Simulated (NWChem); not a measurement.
Everything below was run with NWChem. System: InO, charge 0, spin multiplicity 2, at a geometry optimised with UPBE/def2-SVP with def2 effective core potentials on In. The structure started from a generated list of species. Its SCF solution wasn't tested for a lower state. Level: UHF/def2-TZVP with def2 effective core potentials on In.

Input file:

```
start mol
memory heap 200 mb stack 900 mb global 1100 mb
geometry units angstroms nocenter noautoz
  In     0.000000     0.000000     0.272862
  O      0.000000     0.000000    -1.671279
  symmetry group C2v
end
basis spherical
  * library def2-tzvp
end
ecp
  In library def2-ecp
end
scf
  uhf
  nopen 1
  maxiter 100
  thresh 1e-7
  semidirect memsize 60000000 filesize 0
  # guess.movecs holds the orbitals of an unrestricted PBE0 run
  vectors input guess.movecs output mol.movecs
end
task scf energy
```

NWChem printed:

```
             Northwest Computational Chemistry Package (NWChem) 7.3.0
             --------------------------------------------------------

                                NWChem Input Module
                                -------------------

 Scaling coordinates for geometry "geometry" by  1.889725989
 (inverse scale =  0.529177249)

 Turning off AUTOSYM since
 SYMMETRY directive was detected!

                             Geometry "geometry" -> ""
                             -------------------------

 Output coordinates in angstroms (scale by  1.889725989 to convert to a.u.)

  No.       Tag          Charge          X              Y              Z
 ---- ---------------- ---------- -------------- -------------- --------------
    1 In                  49.0000     0.00000000     0.00000000     0.27286200
    2 O                    8.0000     0.00000000     0.00000000    -1.67127900

 Effective nuclear repulsion energy (a.u.)     106.6987845058

            Nuclear Dipole moment (a.u.)
            ----------------------------
        X                 Y               Z
 ---------------- ---------------- ----------------
     0.0000000000     0.0000000000     0.0000113384

      Symmetry information
      --------------------

 Group name             C2v
 Group number             16
 Group order               4
 No. of unique centers     2

      Symmetry unique atoms

     1    2


 Summary of "ao basis" -> "" (spherical)
 ------------------------------------------------------------------------------
       Tag                 Description            Shells   Functions and Types
 ---------------- ------------------------------  ------  ---------------------
 *                         def2-tzvp                  on all atoms

 Summary of "ao basis" -> "ao basis" (spherical)
 ------------------------------------------------------------------------------
       Tag                 Description            Shells   Functions and Types
 ---------------- ------------------------------  ------  ---------------------
 In                        def2-tzvp                16       50   6s5p3d2f
[...]
   Bfn.  Coefficient  Atom+Function         Bfn.  Coefficient  Atom+Function
  ----- ------------  ---------------      ----- ------------  ---------------
    20      0.780375  1 In py                14      0.204835  1 In py
    11     -0.194491  1 In py                17      0.182036  1 In py
    63     -0.160261  2 O  py

 Vector   17  Occ=0.000000D+00  E= 4.545685D-02  Symmetry=a1
              MO Center= -1.6D-14, -9.6D-15,  5.4D-01, r^2= 6.4D+00
   Bfn.  Coefficient  Atom+Function         Bfn.  Coefficient  Atom+Function
  ----- ------------  ---------------      ----- ------------  ---------------
    21      0.661271  1 In pz                 6      0.477398  1 In s
    64     -0.408171  2 O  pz                 5     -0.270409  1 In s
    34      0.237789  1 In d  0              12     -0.226870  1 In pz
    15      0.201561  1 In pz                58     -0.182523  2 O  pz

 center of mass
 --------------
 x =   0.00000000 y =   0.00000000 z =   0.06671123

 moments of inertia (a.u.)
 ------------------
         189.510882568924           0.000000000000           0.000000000000
           0.000000000000         189.510882568924           0.000000000000
           0.000000000000           0.000000000000           0.000000000000

  Mulliken analysis of the total density
  --------------------------------------

    Atom       Charge   Shell Charges
 -----------   ------   -------------------------------------------------------
    1 In  21    20.37   0.40 -0.84  1.58  0.85  1.05  0.79 -0.41  6.37  0.22  0.21  0.03  8.95  1.05  0.08  0.04  0.00
    2 O    8     8.63   0.79  1.18  0.60  0.98  0.37  1.75  1.90  1.04  0.00  0.01  0.00

  Mulliken analysis of the alpha density
  --------------------------------------

    Atom       Charge   Shell Charges
 -----------   ------   -------------------------------------------------------
    1 In  21    10.23   0.20 -0.42  0.79  0.43  0.49  0.42 -0.20  3.19  0.15  0.13  0.01  4.47  0.53  0.03  0.02  0.00
    2 O    8     4.77   0.40  0.59  0.31  0.51  0.17  1.09  1.16  0.55  0.00  0.00  0.00

   Mulliken analysis of the beta density
   -------------------------------------

    Atom       Charge   Shell Charges
 -----------   ------   -------------------------------------------------------
    1 In  21    10.14   0.20 -0.42  0.79  0.42  0.56  0.37 -0.20  3.18  0.07  0.08  0.02  4.47  0.52  0.05  0.02  0.00
    2 O    8     3.86   0.40  0.59  0.29  0.48  0.21  0.66  0.74  0.49  0.00  0.00  0.00

   Mulliken analysis of the spin density
   -------------------------------------

    Atom       Charge   Shell Charges
 -----------   ------   -------------------------------------------------------
    1 In  21     0.09  -0.00  0.00 -0.01  0.00 -0.07  0.05 -0.00  0.00  0.09  0.05 -0.00  0.00  0.00 -0.02  0.00  0.00
    2 O    8     0.91   0.00 -0.00  0.02  0.03 -0.04  0.42  0.42  0.05  0.00  0.00  0.00

       Multipole analysis of the density wrt the origin
       ------------------------------------------------

     L   x y z        total         alpha         beta         nuclear
     -   - - -        -----         -----         ----         -------
     0   0 0 0     -0.000000    -15.000000    -14.000000     29.000000

     1   1 0 0      0.000000     -0.000000      0.000000      0.000000
     1   0 1 0      0.000000     -0.000000      0.000000      0.000000
     1   0 0 1      1.386002      9.007454      6.816300    -14.437752

     2   2 0 0    -19.570098     -9.849141     -9.720957      0.000000
     2   1 1 0      0.000000      0.000000      0.000000      0.000000
     2   1 0 1      0.000000     -0.000000      0.000000      0.000000
     2   0 2 0    -19.570098     -9.849141     -9.720957      0.000000
     2   0 1 1      0.000000     -0.000000      0.000000      0.000000
     2   0 0 2    -25.898344    -62.056352    -49.222265     85.380273

 Task  times  cpu:        1.0s     wall:        1.0s

 Total times  cpu:        1.0s     wall:        1.0s
```
